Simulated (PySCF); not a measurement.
Computed shifts of a molecule C4H3F3O, PBE/pcSseg-1 (PySCF), GIAO, gas phase, equivalent atoms averaged, in ppm (number of nuclei): ¹⁹F: -96.1 (2), -133.6 (1). ¹³C: 165.5 (1), 140.0 (1), 69.6 (1), 44.8 (1). ¹H: 4.26 (1), 3.40 (2). References: ¹⁹F against CFCl3 (σ = 133.6 ppm); ¹³C against TMS (σ = 182.0 ppm); ¹⁷O against H2O (σ = 334.3 ppm); ¹H against TMS (σ = 31.49 ppm), references at their B3LYP-D3(BJ)/def2-TZVP geometries, non-relativistic. The structure is a stationary point at PBE0-D3(BJ)/def2-SVP. One conformer was computed; it need not be the lowest.

**Question.** Pick the molecule that these values belong to.
A. FC(F)(F)C1=CCO1
B. FC1=COCC1(F)F
C. FC1=CCC(F)(F)O1
D. FC1=C(F)[C@H](F)CO1

**Answer.** C, FC1=CCC(F)(F)O1
